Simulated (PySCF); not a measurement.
# Exercise with solution: oscillator strength and radiative lifetime

Si(OSiH3)(H)2(Me) (CH8OSi2), SMILES C[SiH2]O[SiH3].

Geometry: PBE0-D3(BJ)/def2-SVP. The values are those of a single conformer.

TDA-PBE/def2-SVPD run with PySCF puts the first singlet state with f over 0.02 at 7.28 eV (vertical), with the transition dipole (-0.077, 0.425, 0.057) in atomic units.

### Question
Find the oscillator strength, the wavelength and the radiative lifetime that this transition would have in vacuum if emission retraced absorption.

### Answer

|μ|² = 0.1898 au, so |μ| = 1.11 D. ΔE = 7.28/27.211 = 0.2675 hartree. f = (2/3) ΔE |μ|² = 0.034 (the program prints 0.034).
λ = 1239.84/7.28 = 170 nm; ν = 58717 cm⁻¹.
Einstein's coefficient A = 0.6670 ν² f s⁻¹ (ν in cm⁻¹) = 7.8e7 s⁻¹, so τ = 1/A = 13 ns. This state is S4; the lower singlets have f = 0.000, 0.000, 0.009. The figure is the radiative limit of this one transition; relaxation, internal conversion, crossing to triplets and a medium change what is measured.
